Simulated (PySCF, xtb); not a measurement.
C₂H₆S₂Te, SMILES CS[Te]SC. One conformer was computed; it need not be the lowest.

Harmonic wavenumbers (cm⁻¹) from GFN2-xTB (xtb) at its own minimum, in rising order: 39, 59, 100, 108, 146, 171, 187, 329, 367, 701, 708, 935, 938, 939, 941, 1310, 1317, 1440, 1445, 1450, 1457, 3028, 3033, 3037, 3041, 3055, 3057.

Task: What does PBE-D3(BJ)/def2-SVP in PySCF give at its own minimum? (The exact figures need the calculation; the answer reports its results.)

Result: 61, 64, 103, 122, 155, 177, 195, 316, 343, 679, 680, 917, 919, 922, 923, 1265, 1273, 1381, 1385, 1396, 1401, 2974, 2975, 3081, 3082, 3096, 3097. Paired by order, the mean absolute difference is 31 cm⁻¹ and the zero-point energies are 47.7 and 47.2 kcal/mol.
